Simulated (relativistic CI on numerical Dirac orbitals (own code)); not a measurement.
Co3+ (3d6) in a crystal field

Calculated by Dirac-Coulomb-Breit CI, orbitals from a KLI potential per configuration, a model potential for QED, valence Slater integrals scaled by 0.85, one configuration in a parametric crystal field (own radial code).

Field parameters in Wybourne normalisation: Oh B⁴₀ = 21Dq, B⁴₄ = √(5/14) B⁴₀. The field is a parameter set, without covalency.

S and J are read from ⟨S²⟩ = S(S + 1) and ⟨J²⟩ = J(J + 1) of each level; they are not fictitious spins.

Oh, 10Dq = 4100 cm⁻¹, the lowest 10 levels:

```json
{"E (cm⁻¹)": "0.0", "Degeneracy": "3", "Irrep": "T2", "S": "2.00", "J": "3.83"}
{"E (cm⁻¹)": "250", "Degeneracy": "2", "Irrep": "E", "S": "2.00", "J": "3.48"}
{"E (cm⁻¹)": "284", "Degeneracy": "3", "Irrep": "T1", "S": "2.00", "J": "3.41"}
{"E (cm⁻¹)": "604", "Degeneracy": "1", "Irrep": "A1", "S": "2.00", "J": "2.94"}
{"E (cm⁻¹)": "697", "Degeneracy": "3", "Irrep": "T1", "S": "2.00", "J": "2.63"}
{"E (cm⁻¹)": "756", "Degeneracy": "3", "Irrep": "T2", "S": "2.00", "J": "2.43"}
{"E (cm⁻¹)": "4581", "Degeneracy": "1", "Irrep": "A2", "S": "2.00", "J": "3.00"}
{"E (cm⁻¹)": "4602", "Degeneracy": "3", "Irrep": "T2", "S": "2.00", "J": "2.88"}
{"E (cm⁻¹)": "4623", "Degeneracy": "2", "Irrep": "E", "S": "2.00", "J": "2.76"}
{"E (cm⁻¹)": "4649", "Degeneracy": "3", "Irrep": "T1", "S": "2.00", "J": "2.60"}
```

Oh, 10Dq = 7400 cm⁻¹, the lowest 16 levels:

| E (cm⁻¹) | Degeneracy | Irrep | S | J |
| --- | --- | --- | --- | --- |
| 0.0 | 3 | T2 | 2.00 | 3.80 |
| 265 | 2 | E | 2.00 | 3.40 |
| 292 | 3 | T1 | 2.00 | 3.35 |
| 647 | 1 | A1 | 2.00 | 2.70 |
| 709 | 3 | T1 | 2.00 | 2.53 |
| 750 | 3 | T2 | 2.00 | 2.41 |
| 7868 | 1 | A2 | 2.00 | 3.00 |
| 7876 | 3 | T2 | 2.00 | 2.93 |
| 7883 | 2 | E | 2.00 | 2.86 |
| 7893 | 3 | T1 | 2.00 | 2.78 |
| 7902 | 1 | A1 | 2.00 | 2.70 |
| 16834 | 2 | E | 1.00 | 4.52 |
| 16885 | 3 | T2 | 1.00 | 4.45 |
| 17171 | 1 | A1 | 0.95 | 4.01 |
| 17390 | 3 | T1 | 1.00 | 4.15 |
| 20293 | 3 | T1 | 0.99 | 4.31 |

Oh, 10Dq = 10700 cm⁻¹, the lowest 16 levels:

```tsv
E (cm⁻¹)	Degeneracy	Irrep	S	J
0.0	3	T2	2.00	3.80
269	2	E	2.00	3.36
293	3	T1	2.00	3.32
655	1	A1	2.00	2.60
708	3	T1	2.00	2.48
744	3	T2	2.00	2.40
11160	1	A2	2.00	3.00
11160	3	T2	2.00	2.95
11161	2	E	2.00	2.91
11165	3	T1	2.00	2.85
11168	1	A1	2.00	2.80
13588	1	A1	0.71	4.22
13893	2	E	1.00	4.36
13942	3	T2	1.00	4.30
14448	3	T1	1.00	4.04
16116	1	A1	0.53	4.47
```

Oh, 10Dq = 14050 cm⁻¹, the lowest 16 levels:

| E (cm⁻¹) | Degeneracy | Irrep | S | J |
| --- | --- | --- | --- | --- |
| 0.0 | 3 | T2 | 2.00 | 3.79 |
| 266 | 2 | E | 2.00 | 3.34 |
| 291 | 3 | T1 | 2.00 | 3.31 |
| 648 | 1 | A1 | 1.99 | 2.55 |
| 701 | 3 | T1 | 2.00 | 2.46 |
| 736 | 3 | T2 | 2.00 | 2.39 |
| 8278 | 1 | A1 | 0.22 | 4.59 |
| 10825 | 2 | E | 1.00 | 4.27 |
| 10874 | 3 | T2 | 1.00 | 4.22 |
| 11378 | 3 | T1 | 1.01 | 3.97 |
| 12040 | 1 | A1 | 0.92 | 3.98 |
| 14486 | 2 | E | 1.99 | 2.94 |
| 14488 | 3 | T1 | 1.99 | 2.90 |
| 14491 | 3 | T2 | 1.99 | 2.97 |
| 14492 | 1 | A1 | 1.99 | 2.85 |
| 14495 | 1 | A2 | 1.99 | 3.01 |

Oh, 10Dq = 17300 cm⁻¹, the lowest 16 levels:

| E (cm⁻¹) | Degeneracy | Irrep | S | J |
| --- | --- | --- | --- | --- |
| 0.0 | 3 | T2 | 2.00 | 3.79 |
| 258 | 2 | E | 2.00 | 3.33 |
| 287 | 3 | T1 | 2.00 | 3.30 |
| 613 | 1 | A1 | 1.98 | 2.55 |
| 685 | 3 | T1 | 1.99 | 2.45 |
| 722 | 3 | T2 | 1.99 | 2.40 |
| 2307 | 1 | A1 | 0.13 | 4.62 |
| 7804 | 2 | E | 1.01 | 4.22 |
| 7855 | 3 | T2 | 1.01 | 4.17 |
| 8361 | 3 | T1 | 1.01 | 3.93 |
| 8808 | 1 | A1 | 0.99 | 3.85 |
| 13582 | 3 | T1 | 0.99 | 4.24 |
| 13689 | 2 | E | 1.00 | 4.23 |
| 14036 | 3 | T2 | 1.00 | 4.32 |
| 14198 | 1 | A2 | 1.00 | 4.47 |
| 17568 | 3 | T1 | 0.51 | 5.00 |

The free-ion ground term has S = 2. Every field shown keeps that spin.

Levels of this model without a field, named by their leading LS term: ⁵D4 0, ⁵D3 622, ⁵D2 1052, ⁵D1 1327, ⁵D0 1461, ³H6 21918, ³H5 22274, ³H4 22531 cm⁻¹.
